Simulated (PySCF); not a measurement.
ClH3MoO3Si, multiplicity 1. Atoms are numbered in the order given.

```xyz
9

Mo     0.3128    -0.4325     0.0000
O      1.2795    -0.6674     1.3375
O      1.2795    -0.6674    -1.3375
Cl    -1.3723    -1.9556     0.0000
O     -0.3466     1.2839     0.0000
Si    -0.4363     2.9667     0.0000
H      0.2396     3.4751    -1.2252
H      0.2396     3.4751     1.2252
H     -1.8788     3.3312     0.0000
```
Charge 0, spin multiplicity 1.

The structure is a stationary point at PBE0-D3(BJ)/def2-SVP. The spin state was assumed, not searched. The def2 effective core potentials stand for the cores of Mo; spin–orbit coupling is left out. One conformer was computed; it need not be the lowest.

Vertical ionisation energy (IE) and electron affinity (EA) in eV. Rows of orbital energies are one-electron estimates. Where ΔSCF, EOM or ADC give a negative EA the extra electron is unbound and the value depends on the basis.

| level | IE | EA |
|---|---|---|
| −ε(HOMO), −ε(LUMO), r2SCAN/def2-TZVP (PySCF) | 8.25 | 3.63 |
| −ε(HOMO), −ε(LUMO), PBE/def2-TZVP (PySCF) | ___ | ___ |

Q: Complete the blanks. (Estimate from the structure and the level; the computed values follow.)

A: 
- −ε(HOMO), −ε(LUMO), PBE/def2-TZVP (PySCF), IE: 7.85
- −ε(HOMO), −ε(LUMO), PBE/def2-TZVP (PySCF), EA: 3.61
